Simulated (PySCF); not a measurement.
## TaC: one state, many levels of theory

State: ⁴Δ (quartet), unpaired electrons σ ↑↑, δ ↑. Set-up: PySCF, scalar-relativistic core potentials, basis sets Ta def2-TZVPP with ECP60, C def2-TZVPP. De refers to Ta (5d3 6s2) + C in their high-spin ground configurations, without counterpoise correction. The functionals are run spin-unrestricted. A positive dipole means Ta(−)C(+).

```
       Level  Re (Å)  ωe (cm⁻¹)  De (eV)  μ (D)
        ROHF   1.752       1057      n/a  -4.90
    ROHF-MP2   1.782        980      n/a    n/a
ROHF-SCS-MP2   1.783        972      n/a    n/a
   ROHF-CCSD   1.775        992     4.20    n/a
ROHF-CCSD(T)   1.792        949     4.64    n/a
         PBE   1.779        972      n/a  -3.83
        BP86   1.783        966      n/a  -3.82
      r²SCAN   1.770        990      n/a  -3.99
        PBE0   1.762       1013      n/a  -4.09
       B97-3   1.765       1012      n/a  -4.14
        MN15   1.761       1022      n/a  -4.09
   BHandHLYP   1.756       1034      n/a  -4.38
     ωB97X-V   1.754       1046      n/a  -4.40
```

Q: What does the step from GGA to meta-GGA do here, going from PBE to r²SCAN?

A: r²SCAN less PBE: -0.9 pm in Re, +1.9 % in ωe. 

Q: What does second-order correlation do here, going from ROHF to ROHF-MP2?

A: ROHF-MP2 less ROHF: +3.0 pm in Re, -7.3 % in ωe. Correlation nearly always deepens the well. The bond lengthens, as in strong covalent bonds, where excitations into antibonding orbitals dominate.

Q: What does all correlation do here, going from ROHF to ROHF-CCSD(T)?

A: ROHF-CCSD(T) less ROHF: +4.0 pm in Re, -10.2 % in ωe. Correlation nearly always deepens the well. The bond lengthens, as in strong covalent bonds, where excitations into antibonding orbitals dominate.

Correlated steps freeze 1 core orbital. De is left out where the level can put another filling of the metal’s s and d shells below the measured ground configuration, by anything from nothing to about 1 eV. These are scalar-relativistic numbers at best; spin–orbit coupling would shift them, the dissociation energy most. UHF is strongly spin-contaminated for TaC, so the ROHF reference used there is far from stable. The state is the lowest single determinant that the PBE0 search found; with open d or f shells the true ground state can be another one.

The whole job (state search and all levels along the bond) took about 23 min on 1 thread of Arm Neoverse V1 (shared host), peak memory 3.2 GiB.
